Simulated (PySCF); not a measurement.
**Ionisation energy of Ho⁵⁶⁺ by level of theory**

Ho⁵⁶⁺ [Ne] 3s1 (2S) → Ho⁵⁷⁺ [Ne] (1S), as a difference of total energies. Calculation: PySCF 2.14, in an uncontracted even-tempered set (17 s from 14 bohr⁻², ratio 2.5; 12 p from 18 bohr⁻², ratio 2.5; 4 d from 67 bohr⁻², ratio 2.7; 4 f from 100 bohr⁻², ratio 2.7); scalar relativity by spin-free X2C-1e. Correlated levels: outer shells: 1s2 frozen; virtual orbitals above 40 to 60 times the deepest correlated orbital energy dropped. The calculations carry no spin-orbit coupling.

| method | ionisation energy (eV) |
| --- | --- |
| UHF | 5613.5 |
| MP2 (outer shells) | 5614.3 |
| SCS-MP2 (outer shells) | 5614.2 |
| CCSD (outer shells) | 5614.3 |
| CCSD(T) (outer shells) | 5614.3 |

Breit and QED terms and the two-electron picture change are absent.

For comparison: 5611 ± 5 eV (theoretical estimate listed by NIST; NIST Atomic Spectra Database, ionization energies).
